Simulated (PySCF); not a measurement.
## Computed data sheet: `C=C1C[C@@H]1C(=C)OC(C)=O`

Species: C8H10O2.
Numbering: `[CH2:1]=[C:2]1[CH2:3][C@@H:4]1[C:5](=[CH2:6])[O:7][C:8]([CH3:9])=[O:10]` (hydrogens: H11, H12 on C1; H13, H14 on C3; H15 on C4; H16, H17 on C6; H18, H19, H20 on C9)

Some functional groups and rings: ester, C=C double bond and cyclopropane ring.

From GFN2-xTB geometry:

```
Point group of the GFN2-xTB geometry                  : C1
Rotational constants A, B, C of the GFN2-xTB geometry : 3.180, 0.683, 0.642 GHz
```

**PBE0/pcSseg-1 ground state and GIAO shieldings, non-relativistic (PySCF)**

```
Dipole moment                                               : 2.19 D
HOMO energy                                                 : -6.87 eV
LUMO energy                                                 : -0.27 eV
HOMO–LUMO gap                                               : 6.60 eV
Lowest Hirshfeld atomic charge                              : -0.25 e on O10
Highest Hirshfeld atomic charge                             : +0.22 e on C8
13C chemical shifts (computed TMS as zero) by class         : 173.0 (C8), 165.7 (C5), 143.2 (C2), 112.2 (C1), 102.8 (C6), 24.2 (C9), 21.8 (C4), 19.8 (C3) ppm
1H chemical shifts (computed TMS as zero) by class          : 6.01 (H11), 5.98 (H12), 5.42 (H16), 4.84 (H17), 2.18 (H18/H19/H20), 1.78 (H15), 1.70 (H14), 1.02 (H13) ppm
Isotropic shieldings of nuclei other than C and H, by class : -110 (O10), 67 (O7) ppm
Mayer bond orders between heavy atoms                       : C1–C2 2.09, C2–C3 0.94, C3–C4 0.92, C4–C5 1.03, C5–C6 1.95, C5–O7 0.87, O7–C8 1.05, C8–C9 1.00, C8–O10 2.00, C4–C2 0.87
```

Monoisotopic mass (most abundant isotopes): 138.0681 u.

A dipole of 2.19 D is allowed in C1, and pure rotational transitions are dipole-allowed. With B = h/(8π²I), that is 505.379 GHz u Å² over I, the principal moments of inertia are 158.9, 739.6 and 786.9 u Å² (most abundant isotopes); the inertial defect Ic − Ia − Ib is -111.6 u Å² (zero for a rigid planar frame, negative otherwise). The rotational constants make it an asymmetric top with κ = (2B − A − C)/(A − C) = -0.97, nearer the prolate limit (−1). The dipole matches unit charges of opposite sign 0.46 Å apart (1 e·Å = 4.8032 D).

One conformer (not necessarily the lowest) at the GFN2-xTB geometry, without solvent or vibrations. GFN2-xTB frequencies show an imaginary mode (36i cm⁻¹), so this geometry is no minimum at that level. NMR classes are plain means over equivalent atoms (diastereotopic ones count apart unless rotation or inversion swaps them), as if these changed places fast; in this geometry the members of some classes differ.

Conformer computed: `[CH2:1]=[C:2]1[CH2:3][C@@H:4]1[C:5](=[CH2:6])[O:7][C:8]([CH3:9])=[O:10]`: C3–C4–C5–C6 -46°, C4–C5–O7–C8 146°, C5–O7–C8–C9 178°.
